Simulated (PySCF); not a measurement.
Si(F)(Cl)2(vinyl) (C2H3Cl2FSi), SMILES C=C[Si](F)(Cl)Cl. Geometry optimised at PBE-D3(BJ)/def2-SVP. Other conformers were not sampled.

Computed equilibrium geometry at PBE-D3(BJ)/def2-SVP (PySCF confirms it by a frequency run) as a Z-matrix, and its point group (one conformer of several):
point group Cs.
```
C
C 1 1.3482
H 2 1.1029 1 121.56
H 2 1.1033 3 116.62 1 180.00
H 1 1.1045 2 120.02 3 180.00
Si 1 1.8474 5 118.73 2 180.00
F 6 1.6302 1 108.75 5 180.00
Cl 6 2.0608 7 107.83 3 121.47
Cl 6 2.0608 7 107.83 3 -121.47
```
